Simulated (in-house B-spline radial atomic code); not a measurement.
Results of a calculation; reference values are marked as such.
Building a PAW s channel for Mg, r_c = 2.24 bohr

Mg, [Ne] 3s2, non-relativistic PBE, spherical and spin-unpolarised, from a B-spline radial code for spherical atoms (atomic units; all potentials screened as in the neutral atom).

Two all-electron partial waves φ1, φ2 are integrated outwards at E1 = ε(3s) = -0.172681 and E2 = E1 + 1 hartree; φ1 is the bound orbital and φ2 has unit norm inside r_c = 2.2446 bohr. Smooth partners are polynomials, r^1(a0 + a1 r² + a2 r⁴ + a3 r⁶), matched to φ and three derivatives at r_c, with no condition on the norm. The local potential is -4.38894 + (2.56267) r² + (-0.587123) r⁴ + (0.0462375) r⁶ inside 1.8377 bohr and the all-electron one outside.

```tsv
wave	φ(r_c)	φ'(r_c)	a0	a1	a2	a3
1	0.5827654	0.1002128	0.2107813	0.05213398	-0.01178225	0.0006666906
2	0.4605938	-1.531015	1.133855	-0.1465966	-0.01735947	0.001959461
```

Inside r_c the overlaps are <φi φj> = [[0.24950, 0.46919], [0.46919, 1.00000]] and, for the smooth waves, [[0.27257, 0.58772], [0.58772, 1.53126]]. With χj = (Ej − T − V_local) applied to smooth wave j, the program's quadrature gives the matrix B_ij = <smooth i, χj> as [[0.17656, 0.72825], [0.60973, 2.56434]].

(1) Check the match of the first wave, and find the augmentation charges q_ij.

(2) B isn't symmetric. Show that D_ij = B_ij + Ej q_ij is.

Solving (T + V_local + Σ p D p) ψ = E (1 + Σ p q p) ψ in a sphere of 9 bohr, whose wall lifts the free-atom level a little, gives these levels:

```
all-electron  one projector  two projectors
   -0.171897      -0.171897               -
    0.094085       0.092812               -
    0.434289       0.413855               -
    0.923901       0.701859               -
    1.555960       1.029950               -
```

(3) What does the second projector gain?

Results:

(1) At r_c the four terms are 0.47312, 0.58957, -0.67131, 0.19138, which sum to 0.5828, φ1(r_c) to rounding. q_ij is the all-electron overlap less the smooth one: [[-0.02306, -0.11853], [-0.11853, -0.53126]]. The smooth first wave has a norm of 0.2726 inside r_c against 0.2495, so q11 is negative and must stay small enough for the overlap operator to be positive.

(2) Integrating by parts gives B12 − B21 = (E1 − E2) q12: 0.72825 − (0.60973) = 0.11853, and −1 × (-0.11853) = 0.11853. So D12 = 0.72825 + (0.827319)(-0.11853) = 0.63020 and D21 = 0.60973 + (-0.172681)(-0.11853) = 0.63020; D11 = 0.18054, D22 = 2.12482. The projectors, p = (B⁻¹)ᵀ χ, are dual to the smooth waves; det B = 0.0087.

(3) With one projector the errors are 0.00, -1.27, -20.43 millihartree, and the level at 0.7019 is out of step with the all-electron series: an extra state, or one far too low, so the pairing ends there; skipping it, the next levels are off by +106.0 millihartree. With two the overlap operator is not positive, so the set fails. The lowest eigenvalue of the overlap operator is 0.7469 with one and -0.01178 with two projectors. The smooth orbital alone needs a cutoff of 2.78 hartree for 1 millihartree of kinetic energy, against 3.7 for a norm-conserving Troullier-Martins orbital of the same radius, which is no gain while the set fails.
